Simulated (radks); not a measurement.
Initial-state core-level shifts of neutral arsenic when its valence configuration changes from [Ar] 3d10 4s2 4p3. Method: Dirac Kohn-Sham, LDA (Slater exchange, Perdew-Wang correlation), spin-unpolarised, spherical densities, finite nucleus; open shells fill j = l - 1/2 first; Fermi nuclear charge, rms radius 4.0968 fm; computed with a radial shooting solver on a logarithmic mesh with Libxc functionals. Shifts are changes of the shell-averaged eigenvalues in eV (positive: less bound); the change of the density at the nucleus, which sets a Mossbauer isomer shift, is in e/bohr^3, on a base of 3.538e+04.

valence                1s       2s       3s       3p  density at nucleus
3d9 4s2 4p4       -12.818  -14.206  -11.397  -11.169             +13.879
3d10 4s1 4p4       -1.753   -1.696   -1.725   -1.717             -22.259
3d8 4s1 4p6       -28.030  -30.965  -24.642  -24.181              -0.561
3d10 4s1.5 4p3.5   -0.891   -0.862   -0.876   -0.872             -10.921
3d10 4s0.5 4p4.5   -2.589   -2.505   -2.550   -2.538             -33.992
